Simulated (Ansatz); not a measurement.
```yaml
atoms:
  - { symbol: C, position_ang: [0.6830, 0.7450, 0.0283] }
  - { symbol: C, position_ang: [-0.6250, 0.7681, -0.0209] }
  - { symbol: C, position_ang: [-0.6391, -0.8156, 0.0251] }
  - { symbol: C, position_ang: [0.6426, -0.7757, -0.0425] }
  - { symbol: H, position_ang: [1.4794, 1.5517, 0.0318] }
  - { symbol: H, position_ang: [-1.4481, 1.5922, -0.0305] }
  - { symbol: H, position_ang: [-1.4277, -1.5743, 0.0434] }
  - { symbol: H, position_ang: [1.4240, -1.5500, 0.0470] }
```

Basis set: 6-31G* (spherical functions). Left uncorrelated: 4 orbitals. Charge 0, multiplicity 1.

Computed with Ansatz (development build ahead of 0.2.0); each method stands on the lowest determinant of its kind that the runs found. Restricted open shells among the atoms or ions are ROHF, correlated in semicanonical orbitals with singles.

Task: Give the atomization energy at this shape (free ground-state atoms in the same class of orbitals less the molecule, no zero-point energy) of singlet C4H4 by RHF-MP2, RHF.

Result:

```csv
method,atomization energy
RHF-MP2,32.87 eV
RHF,25.20 eV
```

Caution: in another basis set an unrestricted determinant lies well below; the shape is not the minimum.
